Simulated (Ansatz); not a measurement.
Relaxation of BClFHO (5 atoms, charge 0, multiplicity 1), to a largest force component of 0.03 eV/Å in at most 50 steps.

Computed with UKS B3LYP-D4/def2-SVP (Ansatz 0.2.0).

```xyz
5
Properties=species:S:1:pos:R:3
B -0.169 -0.022 0.363
Cl 1.164 -1.270 0.390
O -0.359 0.697 -0.751
H 0.286 0.433 -1.424
F -0.922 0.161 1.423
```

Problem. Where does it end, and by what steps?

Solution. The forces met the threshold. After 5 steps the energy has fallen by 0.040 eV; H4 moved furthest, 0.08 Å.

| step | energy less start (eV) | largest force component (eV/Å) | accepted |
| --- | --- | --- | --- |
| 0 | 0.0000 | 0.683 | yes |
| 1 | -0.0240 | 0.478 | yes |
| 2 | -0.0386 | 0.078 | yes |
| 3 | -0.0386 | 0.272 | yes |
| 4 | -0.0397 | 0.060 | yes |
| 5 | -0.0399 | 0.026 | yes |

```xyz
5
Properties=species:S:1:pos:R:3
B -0.138 -0.047 0.357
Cl 1.140 -1.278 0.452
O -0.350 0.688 -0.746
H 0.252 0.486 -1.473
F -0.905 0.149 1.411
```

Whether the end is a true minimum wasn't checked by a vibrational analysis.

The run took 10 s on 2 threads of Intel(R) Xeon(R) Platinum 8488C (Sapphire Rapids), on a shared host, peak memory 0.19 GiB.
